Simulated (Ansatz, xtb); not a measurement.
Species: CH₂NO (charge -1, singlet). It need not be the lowest isomer of its formula. Whether it binds its extra electron was not tested at this geometry. SMILES: [NH-]C=O
Geometry from a B3LYP-D3(BJ)/def2-TZVP (Ansatz, a program for electronic structure) optimisation:
```xyz
5

N     -1.1564     0.1056     0.1095
C      0.1433     0.2748    -0.0264
O      1.0392    -0.5968    -0.0759
H     -1.5793     1.0353     0.1097
H      0.5010     1.3515    -0.1099
```
Charge -1, spin multiplicity 1.

Harmonic wavenumbers from GFN2-xTB (xtb, at its own minimum), cm⁻¹: 626, 703, 935, 1215, 1305, 1440, 1769, 1985, 3236.

Q: Give the harmonic wavenumbers at B3LYP-D3(BJ)/def2-TZVP (Ansatz, finite differences of forces, unscaled).

A: 687, 741, 1020, 1169, 1356, 1384, 1676, 2540, 3382 cm⁻¹. Zero-point energy 20.0 kcal/mol.

Q: From these and the geometry, give the ideal-gas thermochemistry at 298.15 K and 1 atm (rigid rotor, harmonic oscillator).

A: Point group Cs, rotational symmetry number 1. Rotational constants 95.87, 11.6, 10.35 GHz. S(trans) 37.27, S(rot) 20.86, S(vib) 0.76, S(elec, spin only) 0.00, S 58.9 cal/(mol K). H(298) - H(0) 2.55 kcal/mol; G - E(el) 4.9 kcal/mol.
